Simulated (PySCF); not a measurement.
Job file and geometry (Å, from GFN2-xTB) of an NMR shielding run on `[SiH3]OB[SiH2]O[SiH2][SiH3]`, BH₁₁O₂Si₄, PySCF 2.14.0, density-fitted response routines, GIAO PBE0/pcSseg-1 NMR shielding, non-relativistic, gas phase; density fitting, a coarse starting grid and PySCF grid level 2 are the driver's defaults:

```
$ OMP_NUM_THREADS=1 python probes_run.py task.json out

{"job": {"kind": "nmr", "xc": "PBE0", "basis": "pcSseg-1"}, "charge": 0, "multiplicity": 1}
Si     1.728621     1.793096     0.001097
O      2.324772     0.392945    -0.544861
B      2.332961    -0.916903    -0.684427
Si     0.918910    -2.075286     0.051342
O     -0.332812    -1.100234     0.444411
Si    -1.835276    -0.728511     0.933444
Si    -2.455563     1.111529    -0.302014
H      2.938192     2.544608     0.344791
H      0.997265     2.346982    -1.136278
H      0.878176     1.621585     1.180409
H      3.248081    -1.367004    -1.292512
H      1.234206    -2.832730     1.277165
H      0.338148    -3.076771    -0.862083
H     -2.673802    -1.921788     0.748330
H     -1.728654    -0.513823     2.384872
H     -1.866360     2.381110     0.149536
H     -2.146146     1.034396    -1.737469
H     -3.909480     1.313115    -0.224526
```

Q: What does the program print?

A: 
```
coarse grid: 16576 points
cycle   1  E = -1338.9986731656  dE =  5.332e-01  |g| = 9.968e-01  |ddm| = 3.805e+00
cycle   2  E = -1338.6031054754  dE =  3.956e-01  |g| = 1.739e+00  |ddm| = 2.360e+00
cycle   3  E = -1339.1702333723  dE = -5.671e-01  |g| = 9.811e-02  |ddm| = 1.798e+00
cycle   4  E = -1339.1722428934  dE = -2.010e-03  |g| = 3.369e-02  |ddm| = 1.491e-01
cycle   5  E = -1339.1725274143  dE = -2.845e-04  |g| = 4.066e-03  |ddm| = 4.296e-02
cycle   6  E = -1339.1725317448  dE = -4.331e-06  |g| = 1.511e-03  |ddm| = 7.066e-03
final grid: 140424 points
cycle   7  E = -1339.2312309212  dE = -2.179e-05  |g| = 1.032e-02  |ddm| = 2.124e-02
cycle   8  E = -1339.2312023685  dE =  2.855e-05  |g| = 1.647e-02  |ddm| = 1.630e-02
cycle   9  E = -1339.2312490911  dE = -4.672e-05  |g| = 8.472e-04  |ddm| = 1.122e-02
cycle  10  E = -1339.2312492872  dE = -1.961e-07  |g| = 1.358e-04  |ddm| = 1.393e-03
cycle  11  E = -1339.2312492923  dE = -5.078e-09  |g| = 3.996e-05  |ddm| = 2.026e-04
cycle  12  E = -1339.2312492926  dE = -2.760e-10  |g| = 2.019e-05  |ddm| = 5.189e-05
converged SCF energy = -1339.2312492926

GIAO shielding tensors (ppm)
atom      isotropic    diamagn.    paramagn.     s11        s22        s33       span
  0 Si     387.229     880.512    -493.283    348.948    365.124    447.613     98.665
  1 O      107.804     396.382    -288.578   -161.844     60.944    424.314    586.158
  2 B       38.473     197.075    -158.602    -36.461     46.260    105.619    142.080
  3 Si     390.959     882.130    -491.171    315.196    366.435    491.246    176.049
  4 O      354.069     403.526     -49.457    267.252    383.571    411.384    144.132
  5 Si     377.508     880.809    -503.301    310.077    355.936    466.511    156.435
  6 Si     468.891     881.585    -412.693    450.458    473.258    482.958     32.500
  7 H       26.228      28.640      -2.412     22.808     24.906     30.971      8.162
  8 H       26.267      31.441      -5.174     23.923     25.307     29.570      5.647
  9 H       26.050      32.703      -6.653     22.973     26.415     28.761      5.788
 10 H       25.381      28.305      -2.924     23.465     25.033     27.644      4.179
 11 H       26.447      29.292      -2.845     23.137     24.992     31.211      8.074
 12 H       26.432      29.774      -3.342     22.684     25.090     31.522      8.839
 13 H       26.103      28.940      -2.838     22.348     25.089     30.871      8.523
 14 H       26.024      29.563      -3.539     22.734     24.702     30.635      7.900
 15 H       28.162      30.980      -2.818     25.004     26.750     32.732      7.728
 16 H       28.128      30.920      -2.792     25.370     26.291     32.723      7.353
 17 H       28.466      28.900      -0.434     25.233     25.737     34.427      9.194
```

Size and cost of the density-fitted run: 202 basis functions, 65 s wall time on 1 thread of an Arm Neoverse V1, shared host; peak memory 0.92 GiB.
